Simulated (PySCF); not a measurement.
**Polarisability and C₆ of V³⁺ (vanadium, charge +3)**

[Ar] 3d2, high-spin 3F determinant. All numbers are calculated (PySCF 2.14, the non-relativistic Hamiltonian (point nucleus), in aug-cc-pVTZ with one added diffuse shell each of s, p, d, f, g type (9s8p6d4f3g, 118 functions)). Coupled (time-dependent) response in atomic units; α is the mean over directions.

```json
{"method": "UHF", "mean α (bohr³)": "2.073", "C₆ (like pair)": "5.272", "S(−4)": "1.286"}
{"method": "PBE", "mean α (bohr³)": "2.276", "C₆ (like pair)": "5.778", "S(−4)": "1.983"}
```

S(−4) is the Cauchy moment in α(ω) = α(0) + S(−4) ω² + …

α(iu) at UHF:

```
u (hartree)  α(iu) (bohr³)
          0          2.073
     0.0500          2.069
      0.100          2.060
      0.200          2.024
      0.300          1.969
      0.500          1.827
      0.750          1.630
       1.00          1.440
       1.50          1.112
       2.00         0.8617
       3.00         0.5414
       5.00         0.2612
```

A single London oscillator, α(iu) = α/(1 + u²/ω²), gives C₆ = (3/4) ω α². Matching the computed C₆ needs ω = 4 × 5.272 / (3 × 2.073²) = 1.64 hartree.

For an ion, C₆ is the dispersion term alone; charge-induced terms of lower order in 1/R come first.
